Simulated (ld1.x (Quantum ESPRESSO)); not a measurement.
## LDA (PZ) TM dataset for Ag, scalar-relativistic all-electron reference.

Input for ld1.x (Quantum ESPRESSO) 7.5:

```
&input
   title='Ag', zed=47., rel=1, dft='PZ', iswitch=3,
   config='[Kr] 4d10 5s0 5p0',
   nld=3, rlderiv=2.05, eminld=-10.0, emaxld=5.0, deld=0.04
 /
 &inputp
   pseudotype=2, tm=.true., lloc=2,
   nlcc=.false.,
   file_pseudopw='Ag.UPF', file_wfcaegen='ae.wfc', file_wfcncgen='nc.wfc', file_beta='beta', file_chi='chi'
 /
3
4S  1  0   2.00   0.00  1.05  1.05  0.0
4P  2  1   6.00   0.00  1.65  1.65  0.0
4D  3  2  10.00   0.00  1.90  1.90  0.0
 &test
   configts(1)='4s2 4p6 4d10 5s0 5p0'
 /
```

Command:

```bash
ld1.x < Ag.in > Ag.out
```

Output (shortened: banner, matrices, multipoles, cross overlaps and the repeated all-electron block are left out):

```
Program LD1 v.7.5
     --------------------------- All-electron run ----------------------------

     Ag
     scalar relativistic calculation

     atomic number is 47.00
     dft =PZ   lsd =0 sic =0 latt =0  beta=0.20 tr2=1.0E-14
     Exchange-correlation= PZ
                           (   1   1   0   0   0   0   0)
     mesh =1237 r(mesh) =  99.46963 a.u. xmin = -7.00 dx = 0.01250
     1 Ry =  13.60569312 eV, c = 137.03599908

     n l     nl                  e(Ry)          e(Ha)          e(eV)
     1 0     1S 1( 2.00)     -1860.0498      -930.0249    -25307.2662
     2 0     2S 1( 2.00)      -274.4437      -137.2218     -3733.9965
     2 1     2P 1( 6.00)      -246.3931      -123.1966     -3352.3495
     3 0     3S 1( 2.00)       -50.7703       -25.3851      -690.7650
     3 1     3P 1( 6.00)       -41.5566       -20.7783      -565.4068
     4 0     4S 1( 2.00)        -7.5973        -3.7986      -103.3660
     4 1     4P 1( 6.00)        -4.9233        -2.4617       -66.9851
     3 2     3D 1(10.00)       -26.9797       -13.4899      -367.0781
     4 2     4D 1(10.00)        -1.1700        -0.5850       -15.9192
     5 0     5S 1( 0.00)        -0.8545        -0.4272       -11.6260
     5 1     5P 1( 0.00)        -0.4718        -0.2359        -6.4194

     final scf error:  6.2E-15 reached in  29 iterations

     Etot =  -10621.669280 Ry,   -5310.834640 Ha, -144515.172680 eV

     Ekin =   11031.893078 Ry,    5515.946539 Ha,  150096.551782 eV
     Encl =  -25656.735184 Ry,  -12828.367592 Ha, -349077.665455 eV
     Eh   =    4291.055310 Ry,    2145.527655 Ha,   58382.781727 eV
     Exc  =    -287.882484 Ry,    -143.941242 Ha,   -3916.840734 eV

     normalization and overlap integrals

     s(1S/1S) =  1.000000  <r> =   0.0311  <r2> =    0.0013  r(max) =   0.0202
     s(2S/2S) =  1.000000  <r> =   0.1351  <r2> =    0.0215  r(max) =   0.1136
     s(2P/2P) =  1.000000  <r> =   0.1177  <r2> =    0.0169  r(max) =   0.0907
     s(3S/3S) =  1.000000  <r> =   0.3692  <r2> =    0.1559  r(max) =   0.3328
     s(3P/3P) =  1.000000  <r> =   0.3681  <r2> =    0.1574  r(max) =   0.3246
     s(4S/4S) =  1.000000  <r> =   0.9117  <r2> =    0.9431  r(max) =   0.8186
     s(4P/4P) =  1.000000  <r> =   1.0009  <r2> =    1.1507  r(max) =   0.8714
     s(3D/3D) =  1.000000  <r> =   0.3461  <r2> =    0.1427  r(max) =   0.2725
     s(4D/4D) =  1.000000  <r> =   1.3893  <r2> =    2.3654  r(max) =   1.0381
     s(5S/5S) =  1.000000  <r> =   2.7763  <r2> =    8.7683  r(max) =   2.3393
     s(5P/5P) =  1.000000  <r> =   3.6083  <r2> =   14.9605  r(max) =   3.0037

     ------------------------ End of All-electron run ------------------------

     --------------------- Generating NC pseudopotential ---------------------

      Generating local pot.: lloc=2, matching radius rcloc =   1.9000

      Wfc   4S  rcut= 1.051  Using Troullier-Martins method

      Wfc   4P  rcut= 1.648  Using Troullier-Martins method

     ------------------- End of pseudopotential generation -------------------

     Computing logarithmic derivative in   2.05160

       Warning: n=1, l=0 expected 0 nodes, found 1
       Setting wfc to zero for this iteration
       (This warning will only be printed once per wavefunction)

     Computing logarithmic derivative in   2.05160
     Computing the partial wave expansion
     R is outside the sphere for l=    0 j= 0.00
     R is outside the sphere for l=    1 j= 0.00
       no projector for channel:   2

     ---------------------- Testing the pseudopotential ----------------------

     Ag
     scalar relativistic calculation

     atomic number is 47.00   valence charge is 19.00
     dft =PZ   lsd =0 sic =0 latt =0  beta=0.20 tr2=1.0E-14
     mesh =1237 r(mesh) =  99.46963 xmin = -7.00 dx = 0.01250

     n l     nl             e AE (Ry)        e PS (Ry)    De AE-PS (Ry)
     1 0     4S   1( 2.00)       -7.59726       -7.59736        0.00010
     2 1     4P   1( 6.00)       -4.92331       -4.92331        0.00000
     3 2     4D   1(10.00)       -1.17004       -1.17004        0.00000
     2 0     5S   1( 0.00)       -0.85449       -0.85449       -0.00001
     3 1     5P   1( 0.00)       -0.47182       -0.47130       -0.00052

     eps = 3.1E-16  iter = 12

     Etot =  -10621.669280 Ry,   -5310.834640 Ha, -144515.172680 eV
     Etotps =  -291.826055 Ry,    -145.913028 Ha,   -3970.495755 eV

     Ekin =     105.771003 Ry,      52.885501 Ha,    1439.087806 eV
     Encl =    -627.876177 Ry,    -313.938088 Ha,   -8542.690579 eV
     Ehrt =     243.845203 Ry,     121.922601 Ha,    3317.683000 eV
     Ecxc =     -26.916977 Ry,     -13.458488 Ha,    -366.224124 eV
     Epseu=      13.350892 Ry,       6.675446 Ha,     181.648143 eV

     ---------------------- End of pseudopotential test ----------------------
```

Generation and configuration tests took about 1.5 s on one core of a shared server CPU.
